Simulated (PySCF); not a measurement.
# Tl (thallium, neutral) across methods

[Xe] 4f14 5d10 6s2 6p1, 2P determinant. Computed with PySCF 2.14 in def2-QZVPPD with the def2 core potential (60 electrons), with a scalar-relativistic core potential.

| method | E (hartree) | mean ε 6s α (eV) | mean ε 6s β (eV) | mean ε 6p α (eV) | Σ⟨r²⟩ (bohr²) | ⟨S²⟩ |
| --- | --- | --- | --- | --- | --- | --- |
| PBE0 | -172.4993 | -10.672 | -10.011 | -3.436 | 62.63 | 0.752 |
| TPSSh | -172.4460 | -10.043 | -9.428 | -2.989 | 62.59 | 0.752 |
| UHF | -171.51556 | -12.882 | -11.504 | -5.251 | 63.52 | 0.759 |
| r2SCANh | -172.5555 | -10.313 | -9.684 | -3.185 | 62.10 | 0.754 |
| r2SCAN | -172.5789 | -9.913 | -9.352 | -2.907 | 62.16 | 0.754 |
| M06-L | -172.6037 | -9.503 | -9.125 | -2.451 | 62.51 | 0.751 |
| PBE | -172.5360 | -9.647 | -9.210 | -2.694 | 63.16 | 0.751 |
| PW91 | -172.6076 | -9.713 | -9.270 | -2.734 | 63.03 | 0.751 |

Estimate the same row for LDA.

E (hartree) = -172.2585; mean ε 6s α (eV) = -9.949; mean ε 6s β (eV) = -9.571; mean ε 6p α (eV) = -2.763; Σ⟨r²⟩ (bohr²) = 62.78; ⟨S²⟩ = 0.751.

Energies and moments cover only the electrons outside the core potential. Spin-orbit coupling, absent here, splits the open shell strongly.
